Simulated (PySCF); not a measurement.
**Solvent effects on NMR parameters**

Molfile (atoms numbered from 1):
```
C7H7BO3
     RDKit          3D

 18 19  0  0  0  0  0  0  0  0999 V2000
   -3.2759    0.6208   -0.7924 B   0  0  0  0  0  0  0  0  0  0  0  0
   -2.3837    1.1757    0.3297 O   0  0  0  0  0  0  0  0  0  0  0  0
   -1.1552    0.9132    0.4516 C   0  0  0  0  0  0  0  0  0  0  0  0
   -0.4286    0.0952   -0.4238 C   0  0  0  0  0  0  0  0  0  0  0  0
    0.9848   -0.1873   -0.2336 C   0  0  0  0  0  0  0  0  0  0  0  0
    1.8797    0.0699    0.7720 C   0  0  0  0  0  0  0  0  0  0  0  0
    3.1291   -0.4766    0.3422 C   0  0  0  0  0  0  0  0  0  0  0  0
    2.9019   -1.0239   -0.8827 C   0  0  0  0  0  0  0  0  0  0  0  0
    1.6073   -0.8488   -1.2361 O   0  0  0  0  0  0  0  0  0  0  0  0
   -1.1479   -0.4155   -1.5158 C   0  0  0  0  0  0  0  0  0  0  0  0
   -2.3751   -0.2014   -1.7231 O   0  0  0  0  0  0  0  0  0  0  0  0
   -4.0960   -0.1267   -0.2930 H   0  0  0  0  0  0  0  0  0  0  0  0
   -3.7238    1.5592   -1.4216 H   0  0  0  0  0  0  0  0  0  0  0  0
   -0.6572    1.3879    1.3105 H   0  0  0  0  0  0  0  0  0  0  0  0
    1.6779    0.5770    1.7126 H   0  0  0  0  0  0  0  0  0  0  0  0
    4.0731   -0.4652    0.8821 H   0  0  0  0  0  0  0  0  0  0  0  0
    3.5271   -1.5496   -1.5988 H   0  0  0  0  0  0  0  0  0  0  0  0
   -0.6366   -1.0386   -2.2631 H   0  0  0  0  0  0  0  0  0  0  0  0
  1  2  1  0
  2  3  1  0
  3  4  2  0
  4  5  1  0
  5  6  2  0
  6  7  1  0
  7  8  2  0
  8  9  1  0
  4 10  1  0
 10 11  2  0
 11  1  1  0
  9  5  1  0
  1 12  1  0
  1 13  1  0
  3 14  1  0
  6 15  1  0
  7 16  1  0
  8 17  1  0
 10 18  1  0
M  CHG  2   1  -1  11   1
M  END
```

GIAO PBE0/pcSseg-1 in PySCF 2.14 on one PBE0-D3(BJ)/def2-SVP conformer, non-relativistic, equivalent nuclei averaged. Solvents enter as an IEF-PCM continuum (chloroform with ε = 4.7, acetonitrile with ε = 35.7) around the gas-phase geometry. Shifts are referred to BF3·OEt2, TMS computed in the same medium.

Gas phase, δ in ppm: B1 4.2, C3/C10 183.2, C5 149.7, C8 143.6, C7 117.3, C4 108.5, C6 103.0, H14/H18 8.12, H17 7.26, H16 6.54, H15 6.27, H12/H13 4.32. Dipole moment 4.58 D.

Question: How does each δ change in the continuum?

Answer: 
```
  atoms                                              environment  Δδ, chloroform  Δδ, acetonitrile
     B1           boron bonded to 2 O, 2 H, in a 6-membered ring            -0.7              -1.0
 C3/C10                             alkene carbon bearing oxygen            +2.1              +3.0
     C5      substituted aromatic carbon next to the ring oxygen            +0.5              +0.8
     C8                      aromatic CH next to the ring oxygen            +1.9              +2.6
     C7                                              aromatic CH            +0.8              +1.2
     C4            β carbon of an enol-ether or enamine type C=C            +1.4              +1.9
     C6                                              aromatic CH            +2.3              +3.2
H14/H18              hydrogen on an alkene carbon bearing oxygen           +0.23             +0.31
    H17       hydrogen on an aromatic CH next to the ring oxygen           +0.20             +0.28
    H16                               hydrogen on an aromatic CH           +0.19             +0.26
    H15                               hydrogen on an aromatic CH           +0.31             +0.44
H12/H13  hydrogen on a boron bonded to 2 O, in a 6-membered ring           -0.20             -0.26
```

Changes are relative to the gas phase. The dipole moment becomes 5.49 D in chloroform, 5.81 D in acetonitrile.

Question: Which of the listed nuclei move most (in ppm), and what does the model miss? (N and O are left out, as their reference compounds move with the solvent too.)

Answer: C6 (aromatic CH, +3.2 ppm) in acetonitrile. A continuum only polarises the solute; specific hydrogen bonds, the anisotropy of aromatic solvents and changes of geometry or conformer are outside it.
